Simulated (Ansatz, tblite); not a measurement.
Cost and result up the ladder for Al(NH3)F3 (AlNF₃H₃) (8 atoms). The state is a singlet with charge 0. Geometry: r2SCAN-D4/def2-SVP.

```
atom    x (Å)    y (Å)    z (Å)
 Al1   0.3019  -0.4760   0.8593
  N2  -0.2871   0.4527  -0.8172
  H3  -1.3044   0.4132  -0.9184
  H4   0.1298   0.0153  -1.6427
  H5  -0.0086   1.4370  -0.8065
  F6   1.3448  -1.6119   0.2200
  F7  -1.1672  -1.0330   1.4234
  F8   0.9908   0.8027   1.6820
```

Ansatz on 4 threads of Intel Xeon on a shared host; xTB runs through tblite on one thread. Times are rough, summed over both states, and most runs start from the orbitals of an earlier one. No level here is sound enough to serve as a yardstick. The other state is a triplet.

The xTB rows come from tblite. HOMO above LUMO, or a gap near zero within one spin, warns that the state may not be the lowest or that an electron is smeared out.

xTB has no spin-polarisation term.

| level | functions | wall time | vertical triplet (eV) | remarks |
| --- | --- | --- | --- | --- |
| GFN2-xTB | 28 | 0.029 s | 9.83 | – |
| GFN1-xTB | 31 | 0.039 s | 6.24 | – |
| PBE-D4/def2-TZVP | 179 | 12 s | 7.78 | gap within one spin near zero (triplet) |
| r2SCAN-D4/def2-TZVP | 179 | 22 s | 8.30 | – |
